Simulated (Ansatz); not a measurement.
Ga₁₂N₁₂H₃₂, a nanocrystal cut from zinc blende GaN (hydrogen-capped). The state is a singlet with charge 0. Geometry PBE-D4/def2-SVP.

Cartesian coordinates in Å:
```
N -2.674 -1.502 -2.066
N 1.690 -3.499 -0.049
N 3.293 -0.424 -0.446
N -1.382 1.400 -2.638
N 1.603 1.880 -1.793
N 0.315 -0.938 -1.417
N -1.892 -1.315 0.873
N 1.057 -0.866 1.733
N -0.600 1.575 0.396
N -3.566 0.938 -0.308
N 2.437 1.929 1.253
N -0.136 1.519 3.575
Ga 0.526 -2.915 -1.595
Ga -1.026 -0.514 -2.784
Ga -3.441 -1.036 -0.303
Ga 1.967 -0.044 -1.958
Ga 1.232 -2.859 1.834
Ga 2.775 -0.052 1.472
Ga 0.275 2.434 -3.234
Ga -1.974 2.086 -0.908
Ga 1.009 2.587 -0.059
Ga -0.203 -0.334 0.362
Ga 0.363 -0.461 3.570
Ga -1.352 2.232 2.123
H -3.397 -1.538 -2.799
H -2.326 -2.477 -1.985
H 1.560 -4.522 0.007
H 2.691 -3.399 -0.269
H 4.161 0.089 -0.664
H 3.581 -1.410 -0.527
H -2.078 1.664 -3.354
H 2.453 2.393 -2.076
H -1.630 -2.313 0.948
H -2.092 -1.042 1.851
H -4.419 1.265 -0.784
H -3.685 1.227 0.683
H 3.323 2.393 0.998
H 2.222 2.334 2.175
H 0.680 2.129 3.722
H -0.676 1.628 4.448
H 1.286 -3.285 -2.935
H -0.896 -3.593 -1.265
H -0.794 -1.058 -4.246
H -4.782 -1.781 0.049
H 2.658 -0.492 -3.303
H 2.477 -3.244 2.739
H -0.218 -3.493 2.040
H 3.986 -0.314 2.446
H 0.757 1.805 -4.608
H -0.036 3.977 -3.041
H -2.485 3.578 -0.902
H 0.967 4.159 0.057
H -1.067 -1.145 3.746
H 1.530 -0.619 4.633
H -2.735 1.452 2.385
H -1.310 3.814 2.200
```

Single mean-field runs in def2-SVP, def2-TZVP are fitted with def2-universal-jkfit.

(1) Estimate the orbital energies around the gap (eV) in Ansatz with PBE-D4/def2-SVP, PBE-D4/def2-TZVP, r2SCAN-D4/def2-TZVP, PBE0-D4/def2-SVP, PBE0-D4/def2-TZVP.

Results:

(1) 
```csv
orbital,PBE-D4/def2-SVP,PBE-D4/def2-TZVP,r2SCAN-D4/def2-TZVP,PBE0-D4/def2-SVP,PBE0-D4/def2-TZVP
HOMO−5,-6.44,-6.53,-6.84,-7.69,-7.75
HOMO−4,-6.41,-6.48,-6.77,-7.68,-7.72
HOMO−3,-6.28,-6.37,-6.68,-7.53,-7.58
HOMO−2,-6.16,-6.24,-6.53,-7.41,-7.45
HOMO−1,-6.09,-6.16,-6.44,-7.33,-7.37
HOMO,-6.03,-6.11,-6.39,-7.28,-7.32
LUMO,-1.10,-1.45,-1.09,-0.26,-0.63
LUMO+1,-0.92,-1.19,-0.88,-0.13,-0.42
LUMO+2,-0.80,-1.13,-0.75,0.02,-0.35
LUMO+3,-0.79,-1.10,-0.72,0.03,-0.29
LUMO+4,-0.67,-0.93,-0.61,0.19,-0.06
LUMO+5,-0.55,-0.79,-0.44,0.26,0.00
```
